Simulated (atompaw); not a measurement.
**Which change was made? (B, PAW (atompaw))**

| Item | Value |
| --- | --- |
| Element | B (Z = 5) |
| Generator | atompaw 4.2.0.5 |
| Type | PAW |
| Functional | PBE |
| Relativity | scalar-relativistic |
| Frozen core | [He] |
| Valence charge | 3 |
| Reference configuration | 2s2 2p1 |
| Partial waves | 2s (bound): rc 3.00 bohr; 2s channel at 2.05 Ry: rc 1.20 bohr; 2p (bound): rc 3.00 bohr; 2p channel at 0.75 Ry: rc 3.00 bohr |
| Local potential | vpsmatchnc scheme with l = 2 at -0.5 Ry, radius 2.65 bohr |
| Core correction | smooth core density matched at 2.15 bohr |
| Augmentation charge | besselshape compensation charge, radius 3.00 bohr; PAW radius 3.00 bohr; waves and projectors: custom polynom2 7 10 vanderbiltortho |

Cutoffs, loose and tight: the cutoffs (Ry, on a coarse ladder) from which the occupation-weighted sum of valence levels, in a spherical-Bessel basis at the reference potential, stays within 10 and 1 mRy of its value at 400 Ry. They see the waves, projectors and local potential, not the compensation charge or the core.

The base gives: outcome: generated; cutoff, loose: 8 Ry; cutoff, tight: 21 Ry; bound ghosts: none.

Task: After one change the result is: outcome: generated; cutoff, loose: 12 Ry; cutoff, tight: 18 Ry; bound ghosts: none. Which change was it?
A. waves 2s (bound); 2s channel at 2.05 Ry; 2p (bound); 2p channel at 0.75 Ry; augmentation besselshape compensation charge, radius 3.00 bohr; PAW radius 3.00 bohr; waves and projectors: bloechl
B. all radii scaled by about 0.95 (s 2.86, p 2.86 bohr); local potential vpsmatchnc scheme with l = 2 at -0.5 Ry, radius 2.52 bohr; augmentation besselshape compensation charge, radius 2.86 bohr; PAW radius 2.86 bohr; waves and projectors: custom polynom2 7 10 vanderbiltortho; core correction smooth core density matched at 2.04 bohr
C. reference 2s2 2p0

Result: A. The others give: reference 2s2 2p0 → outcome: generated; cutoff, loose: 6 Ry; cutoff, tight: 15 Ry; bound ghosts: none | all radii scaled by about 0.95 (s 2.86, p 2.86 bohr); local potential vpsmatchnc scheme with l = 2 at -0.5 Ry, radius 2.52 bohr; augmentation besselshape compensation charge, radius 2.86 bohr; PAW radius 2.86 bohr; waves and projectors: custom polynom2 7 10 vanderbiltortho; core correction smooth core density matched at 2.04 bohr → outcome: generated; cutoff, loose: 10 Ry; cutoff, tight: 25 Ry; bound ghosts: none.
